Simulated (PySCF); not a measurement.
C₄H₆OSi.
Z-matrix (Å and degrees, PBE/cc-pVDZ geometry), rows numbered from 1:
```
O 
C   1  1.3659
C   2  1.3680  1  122.29
C   3  1.4727  2  115.62  1  -179.92
C   4  1.3682  3  119.45  2     0.02
Si  5  1.8729  4  106.03  3    -0.00
H   1  0.9758  2  108.11  3  -179.76
H   3  1.1010  2  122.82  1     0.09
H   4  1.1041  3  118.41  2  -179.97
H   5  1.0971  4  123.18  3  -179.98
H   6  1.5123  2  111.64  1    60.37
H   6  1.5124  2  111.72  1   -60.51
```

Theory: PBE/cc-pVDZ geometry optimisation, gas phase in PySCF 2.14.0.

Masses are those of the commonest isotopes; rigid-rotor values at the optimised geometry. The values belong to one conformer with, in the numbering `[OH:1][C:2]1=[CH:3][CH:4]=[CH:5][SiH2:6]1`, H–O1–C2–C3 180°.

Problem. Give the principal moments of inertia and the rotational constants in cm⁻¹.

Solution. Ia = 106.15, Ib = 178.66, Ic = 278.79 u·Å²; 505379 MHz·u·Å²/I gives 4761, 2829 and 1813 MHz, that is A = 0.15881, B = 0.09436, C = 0.06047 cm⁻¹.

Problem. What kind of rotor is it?

Solution. An asymmetric top; Ray's κ = -0.311.

Problem. Is it planar, by Δ = Ic − Ia − Ib?

Solution. Not planar: Δ = Ic − Ia − Ib = -6.02 u·Å². For a rigid frame Δ = −2 Σ m c², so Σ m c² = 3.01 u·Å² lies off the ab plane, practically all of it from hydrogen. The atom farthest from that plane is 1.22 Å away.

Problem. Give the coordinates in the principal-axis frame, origin at the centre of mass.

Solution. The sense of each axis is arbitrary; atoms in the order of the calculation.
```tsv
atom	mass (u)	a (Å)	b (Å)	c (Å)
O1	15.995	2.281	0.036	0.001
C2	12.000	0.919	0.138	-0.001
C3	12.000	0.276	1.346	0.000
C4	12.000	-1.195	1.284	0.000
C5	12.000	-1.818	0.066	0.000
Si6	27.977	-0.450	-1.214	0.000
H7	1.008	2.514	-0.912	-0.004
H8	1.008	0.813	2.307	0.000
H9	1.008	-1.760	2.233	0.000
H10	1.008	-2.909	-0.051	0.000
H11	1.008	-0.360	-2.098	1.223
H12	1.008	-0.362	-2.101	-1.222
```

Problem. List the rotational levels J(Ka,Kc) to J = 5 (cm⁻¹).

Solution. Above 0(0,0):
J = 1: 1(0,1) 0.1548, 1(1,1) 0.2193, 1(1,0) 0.2532
J = 2: 2(0,2) 0.4542, 2(1,2) 0.4950, 2(1,1) 0.5967, 2(2,1) 0.7900, 2(2,0) 0.8003
J = 3: 3(0,3) 0.8826, 3(1,3) 0.9030, 3(1,2) 1.1043, 3(2,2) 1.2545, 3(2,1) 1.3008, 3(3,1) 1.6672, 3(3,0) 1.6692
J = 4: 4(0,4) 1.4302, 4(1,4) 1.4387, 4(1,3) 1.7641, 4(2,3) 1.8656, 4(2,2) 1.9833, 4(3,2) 2.3022, 4(3,1) 2.3158, 4(4,1) 2.8587, 4(4,0) 2.8590
J = 5: 5(0,5) 2.0957, 5(1,5) 2.0988, 5(1,4) 2.5592, 5(2,4) 2.6171, 5(2,3) 2.8409, 5(3,3) 3.0956, 5(3,2) 3.1436, 5(4,2) 3.6554, 5(4,1) 3.6583, 5(5,1) 4.3672, 5(5,0) 4.3672
The levels of one J sum to (2J + 1)J(J + 1)(A + B + C)/3.

Problem. Which types of transition are allowed, and where do some lines up to J = 4 fall?

Solution. The dipole components are |μa| = 0.47 D, |μb| = 1.04 D, |μc| = 0.00 D; the mirror of this Cs structure is the ab plane, so μc vanishes by symmetry (the 0.01 D computed is a residue) and there are no c-type lines. The squared components, which scale the intensities, stand as 0.20 : 1.00 (a : b). Some lines, for components of 0.1 D or more:

```tsv
type	branch	J(Ka,Kc)	MHz	lower level (cm⁻¹)
a	Q	1(1,0) ← 1(1,1)	1016	0.219
b	Q	1(1,0) ← 1(0,1)	2948	0.155
a	Q	2(1,1) ← 2(1,2)	3048	0.495
b	R	2(0,2) ← 1(1,1)	7043	0.219
a	R	2(1,2) ← 1(1,1)	8267	0.219
b	R	3(1,2) ← 2(2,1)	9420	0.790
b	R	4(2,2) ← 3(3,1)	9478	1.667
b	Q	4(3,1) ← 4(2,2)	9967	1.983
b	Q	4(1,3) ← 4(0,4)	10008	1.430
a	R	2(1,1) ← 1(1,0)	10299	0.253
b	Q	3(2,2) ← 3(1,3)	10538	0.903
b	R	3(0,3) ← 2(1,2)	11620	0.495
b	Q	4(2,3) ← 4(1,4)	12799	1.439
b	R	3(1,3) ← 2(0,2)	13454	0.454
a	R	3(1,2) ← 2(1,1)	15217	0.597
b	R	4(1,3) ← 3(2,2)	15276	1.255
a	R	4(1,4) ← 3(1,3)	16060	0.903
b	Q	4(4,0) ← 4(3,1)	16286	2.316
b	Q	4(4,1) ← 4(3,2)	16682	2.302
b	R	2(2,0) ← 1(1,1)	17419	0.219
a	R	4(3,2) ← 3(3,1)	19040	1.667
a	R	4(3,1) ← 3(3,0)	19384	1.669
b	R	3(2,2) ← 2(1,1)	19721	0.597
a	R	4(2,2) ← 3(2,1)	20460	1.301
b	R	4(3,2) ← 3(2,1)	30022	1.301
b	R	4(2,2) ← 3(1,3)	32387	0.903
```

Problem. Estimate the classical rotational partition function at 200 K, 298.15 K and 500 K.

Solution. Point group Cs, symmetry number σ = 1; q = (√π/σ)·√((kT/h)³/(ABC)), k/h = 20836.6 MHz/K: 96500 at 200 K, 176000 at 298.15 K, 381000 at 500 K.

Whether it is a minimum is left open (no frequencies). Constants of a rigid frame at the computed geometry: no zero-point averaging, no centrifugal distortion.

Time: 34 s wall; peak memory 0.49 GiB. Hardware: Arm Neoverse V1, one thread (shared host). This is the geometry optimisation.
